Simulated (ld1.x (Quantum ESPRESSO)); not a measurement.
**Scattering properties, TM potential for neodymium**

```
Element                 : neodymium
Generator               : ld1.x (Quantum ESPRESSO) 7.5
Type                    : norm-conserving Troullier–Martins (Kleinman–Bylander form)
Functional              : PBEsol
Relativity              : fully relativistic
Frozen core             : [Xe]
Valence charge          : 6
Reference configuration : 4f4 5d1 6s1 6p0
Partial waves           : 6s (bound): rc 2.95 bohr; 5d (bound): rc 3.30 bohr; 4f (bound): rc 1.10 bohr; 6p (bound, empty): rc 4.05 bohr
Local potential         : the p channel
Core correction         : Bessel-smoothed model core inside 0.75 bohr
```

Open shells are filled in proportion to 2j + 1 (rel_dist='average').

The phase is arctan(r·u′/u) with u = r·R(r), unwrapped; energies in Ry, scanned from -2 to 5 Ry. A pole is an energy at which the radial function vanishes at the test radius. The pseudo phase is shifted by a multiple of π to meet the all-electron one at the reference energy, and phase errors are pseudo minus all-electron; the curves can meet again beyond the range given. Levels narrower than the energy grid can be missing from the lists of poles. n/a: not evaluated, since a narrow level or a reset projector energy made the automatic matching unsafe.

**Question.** For each channel, where are the poles, and over which energies does the pseudopotential scatter like the atom?

**Answer.**

```json
{"channel": "s", "radius (bohr)": "4.42", "reference energy (Ry)": "-0.23", "poles, all-electron": "0.41, 3.49", "poles, pseudo": "0.24, 1.11, 3.97", "unbroken range about the reference energy with phases within 0.05 rad": "below 0.1", "phase error 1 Ry above the reference energy (rad)": "-2.900"}
{"channel": "p1/2", "radius (bohr)": "4.42", "reference energy (Ry)": "-0.08", "poles, all-electron": "-1.68, 0.93, 4.15", "poles, pseudo": "0.82, 2.72", "unbroken range about the reference energy with phases within 0.05 rad": "not even at the reference energy", "phase error 1 Ry above the reference energy (rad)": "-0.043"}
{"channel": "p3/2", "radius (bohr)": "4.42", "reference energy (Ry)": "-0.07", "poles, all-electron": "-1.46, 1.05, 4.34", "poles, pseudo": "0.82, 2.72", "unbroken range about the reference energy with phases within 0.05 rad": "not even at the reference energy", "phase error 1 Ry above the reference energy (rad)": "-0.077"}
{"channel": "d3/2", "radius (bohr)": "4.42", "reference energy (Ry)": "-0.10", "poles, all-electron": "0.09, 2.18", "poles, pseudo": "0.11, 3.07", "unbroken range about the reference energy with phases within 0.05 rad": "below 0.4", "phase error 1 Ry above the reference energy (rad)": "+0.729"}
{"channel": "d5/2", "radius (bohr)": "4.42", "reference energy (Ry)": "-0.09", "poles, all-electron": "0.12, 2.22", "poles, pseudo": "0.13, 3.11", "unbroken range about the reference energy with phases within 0.05 rad": "below 0.4", "phase error 1 Ry above the reference energy (rad)": "+0.659"}
{"channel": "f5/2", "radius (bohr)": "4.42", "reference energy (Ry)": "-0.07", "poles, all-electron": "1.58, 4.07", "poles, pseudo": "2.50", "unbroken range about the reference energy with phases within 0.05 rad": "n/a", "phase error 1 Ry above the reference energy (rad)": "n/a"}
{"channel": "f7/2", "radius (bohr)": "4.42", "reference energy (Ry)": "-0.04", "poles, all-electron": "-0.02, 1.59, 4.08", "poles, pseudo": "-0.02, 2.50", "unbroken range about the reference energy with phases within 0.05 rad": "below 0.1", "phase error 1 Ry above the reference energy (rad)": "+1.200"}
```

Phases in the d5/2 channel:

```csv
E (Ry),all-electron,pseudo
-2.00,1.409,1.409
-1.76,1.397,1.399
-1.52,1.383,1.385
-1.28,1.365,1.367
-1.04,1.340,1.343
-0.80,1.302,1.307
-0.56,1.231,1.239
-0.32,1.026,1.039
-0.08,-0.868,-0.868
0.16,-1.618,-1.597
0.40,-1.795,-1.745
0.64,-2.000,-1.863
0.88,-2.588,-2.045
1.12,-3.946,-2.498
1.36,-4.408,-3.600
1.60,-4.560,-4.231
1.84,-4.638,-4.446
2.08,-4.689,-4.548
2.32,-4.729,-4.608
2.56,-4.766,-4.649
2.80,-4.807,-4.680
3.04,-4.859,-4.706
3.28,-4.943,-4.729
3.52,-5.134,-4.751
3.76,-5.938,-4.775
4.00,-7.279,-4.802
4.24,-7.587,-4.838
4.48,-7.694,-4.891
4.72,-7.750,-4.987
4.96,-7.785,-5.238
```
